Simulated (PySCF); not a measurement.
One molecule, many functionals

Species: trifluorosilane, F₃HSi.
SMILES: `F[SiH](F)F`

Linear-response calculations in the def2-SVPD basis (PySCF; singlets by full response, triplets Tamm–Dancoff, core orbitals frozen in the response; HF means time-dependent Hartree–Fock). 'Strongest' is the level of largest summed f among the singlets computed (10 roots, of which the last may lack a degenerate partner); it can jump between rows when another state enters that window. S1 is the lowest singlet of each run and needn't be the same state throughout; f(S1) is that of one state. Geometry: PBE0-D3(BJ)/def2-SVP; no solvent, vibrations or thermal averaging.

```csv
functional,kind,S1 (eV),f(S1),strongest (eV),T1 (eV),HOMO (eV),gap (eV),"ionisation energy, ΔSCF (eV)"
LDA,LDA,9.80,0.082,9.80,9.07,-9.87,9.40,13.76
PBE,GGA,9.77,0.071,9.87,9.05,-9.77,9.41,13.60
B3LYP,"global hybrid, 20% exact exchange",10.47,0.088,11.43,9.57,-11.22,11.36,14.23
PBE0,"global hybrid, 25% exact exchange",10.60,0.099,11.62,9.53,-11.44,11.93,14.23
BHandHLYP,"global hybrid, 50% exact exchange",11.15,0.134,12.17,10.00,-13.08,14.04,14.72
CAM-B3LYP,range-separated hybrid,10.66,0.102,11.68,9.67,-12.96,14.05,14.48
LC-wPBE,range-separated hybrid,10.88,0.108,11.98,9.68,-14.29,16.46,14.59
HF,Hartree–Fock,12.01,0.206,12.01,10.26,-15.56,17.94,not settled
```

Q: What does wB97X-D (range-separated hybrid) give?

A: S1 (eV) 10.81, f(S1) 0.110, strongest (eV) 11.81, T1 (eV) 9.95, HOMO (eV) -13.41, gap (eV) 15.57, ionisation energy, ΔSCF (eV) 14.42. S1 runs from 9.77 eV (PBE) to 12.01 eV (HF), a spread of 2.24 eV, while the orbital gap spreads over 8.5 eV. Along PBE (0%), B3LYP (20%), PBE0 (25%), BHandHLYP (50%), HF (100%) S1 rises with the share of exact exchange. −ε(HOMO) comes closest to its own ΔSCF ionisation energy with LC-wPBE (-0.30 eV) and misses most with LDA (-3.89 eV). 'Not settled' means that the ion's SCF failed to converge or may have ended in another state than the lowest.
